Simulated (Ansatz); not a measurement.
The same path of BrH + H4Sn (7 atoms, charge 0, multiplicity 1) was run twice with different band settings. Lost on the way: Sn1–H2, Br6–H7. Made: Sn1–Br6, H2–H7.

Level of theory: RKS PBE/def2-SVP (Ansatz 0.2.0).

Relaxed end points:

```xyz
7
Properties=species:S:1:pos:R:3
Sn 0.320 0.000 -0.158
H 0.199 0.000 1.571
H 1.990 0.000 -0.587
H -0.446 1.415 -0.771
H -0.446 -1.415 -0.771
Br -3.390 0.000 1.920
H -1.979 0.000 2.204
```

```xyz
7
Properties=species:S:1:pos:R:3
Sn -0.460 0.000 -0.798
H 0.011 0.000 3.641
H 0.876 0.000 0.290
H -0.527 1.431 -1.756
H -0.527 -1.431 -1.756
Br -2.542 0.000 0.635
H -0.583 0.000 3.152
```

Common settings: movable images 5; spring 5.0 eV/Å²; start path through a guess of the saddle point; force threshold 0.05 eV/Å; iteration limit 60; end points relaxed.

| run | climbing image | optimiser |
| --- | --- | --- |
| 1 | yes | quadratic models (default) |
| 2 | from the first iteration | fire |

**Question.** What does each run give, and how far can it be trusted?

**Answer.** Run 1: converged after 11 iterations, highest image 1.010 eV above the first end. A vibrational analysis at the climbing image gives 2 clearly imaginary modes (883i, 59i cm⁻¹): a point of higher order, so a lower path passes nearby.
Run 2: converged after 42 iterations, highest image 1.010 eV above the first end. Another band between the same ends (5 images) ends at a top of the same energy, where a vibrational analysis finds 2 clearly imaginary modes.
The orbitals stay closed-shell, which can raise the energy where a bond breaks towards radicals; this wasn't checked here.
